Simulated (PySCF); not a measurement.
Spinor energies of Pb⁴⁺ (lead, charge +4)

Start: [Xe] 4f14 5d10. Calculated with PySCF 2.14 in x2c-SVPall-2c (7s11p7d2f, 89 functions): generalised Hartree-Fock with the X2C-1e Hamiltonian and a Gaussian nucleus; one run each with spin-orbit coupling (SO) switched off, then screened by Boettger's factors.

| spinor shell | electrons | ε, spin-free (eV) | ε, screened SO (eV) | weight of nominal j (screened SO) | rms radius, screened SO (bohr) |
| --- | --- | --- | --- | --- | --- |
| 1s1/2 | 2 | -88545.8 | -88506.8 | 1.000 | 0.0181 |
| 2s1/2 | 2 | -16031.7 | -16019.1 | 1.000 | 0.0730 |
| 2p1/2 | 2 | -13778.2 | -15362.7 | 1.000 | 0.0617 |
| 2p3/2 | 4 | -13778.2 | -13167.4 | 1.000 | 0.0700 |
| 3s1/2 | 2 | -3954.1 | -3949.8 | 1.000 | 0.186 |
| 3p1/2 | 2 | -3298.1 | -3654.3 | 1.000 | 0.178 |
| 3p3/2 | 4 | -3298.1 | -3157.5 | 1.000 | 0.195 |
| 3d3/2 | 4 | -2615.4 | -2675.8 | 1.000 | 0.171 |
| 3d5/2 | 6 | -2615.4 | -2571.3 | 1.000 | 0.175 |
| 4s1/2 | 2 | -967.48 | -966.08 | 1.000 | 0.408 |
| 4p1/2 | 2 | -748.86 | -836.85 | 1.000 | 0.412 |
| 4p3/2 | 4 | -748.86 | -713.73 | 1.000 | 0.446 |
| 4d3/2 | 4 | -489.35 | -502.26 | 1.000 | 0.459 |
| 4d5/2 | 6 | -489.35 | -479.41 | 1.000 | 0.464 |
| 5s1/2 | 2 | -208.67 | -208.43 | 1.000 | 0.916 |
| 4f5/2 | 6 | -201.42 | -203.51 | 1.000 | 0.494 |
| 4f7/2 | 8 | -201.42 | -198.63 | 1.000 | 0.496 |
| 5p1/2 | 2 | -145.75 | -162.29 | 1.000 | 0.979 |
| 5p3/2 | 4 | -145.75 | -139.25 | 1.000 | 1.07 |
| 5d3/2 | 4 | -70.150 | -71.596 | 1.000 | 1.34 |
| 5d5/2 | 6 | -70.150 | -69.014 | 1.000 | 1.35 |

| quantity | spin-free | screened SO |
| --- | --- | --- |
| E (hartree) | -20861.14501 | -20898.82698 |
| M_J | 0 | 0 |
| ⟨J²⟩ | 0.000 | 0.000 |
| ⟨L²⟩ | 0.000 | 0.186 |
| ⟨S²⟩ | 0.000 | 0.186 |

Breit and QED terms are absent; they matter most for the inner s and p1/2 levels.

Densities and radii are taken from the X2C orbitals without a picture-change correction, which distorts them close to the nucleus.

Without spin-orbit coupling the j labels of p, d and f shells carry no meaning; the spin-free column gives the mean over the occupied spinors of each nl shell.
